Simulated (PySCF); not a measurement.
# Gas-phase thermal properties of TaCl₃NH

Computed with PySCF (xtb for GFN2) and rigid-rotor harmonic-oscillator thermochemistry at 1 bar. All species are closed-shell singlets. Ta: scalar-relativistic def2 core potential, no spin-orbit coupling. TaCl₃NH: computed as isolated molecules; such fragments, hydroxides, amides, oligomers or adducts are transient or little studied in the gas. The harmonic model lacks anharmonicity and excited electronic states, which grow with temperature; levels with a mode under 35 cm⁻¹ are left out. Soft modes under 120 cm⁻¹ make the harmonic entropy rough for TaCl₃NH.

```tsv
level	point group	σ	ZPE (kJ/mol)	S°298 (J/mol/K)	Cp298 (J/mol/K)	S°1000 (J/mol/K)	H1000 − H298 (kJ/mol)
GFN2-xTB	C3v	3	42.8	383.1	104.4	523.0	82.4
PBE/def2-SVP	C3v	3	45.1	372.3	102.9	511.5	82.0
PBE0/def2-TZVP	C3v	3	46.6	369.1	101.9	507.6	81.7
```
σ: rotational symmetry number. Electronic degeneracy used: 1. Frequencies are unscaled.
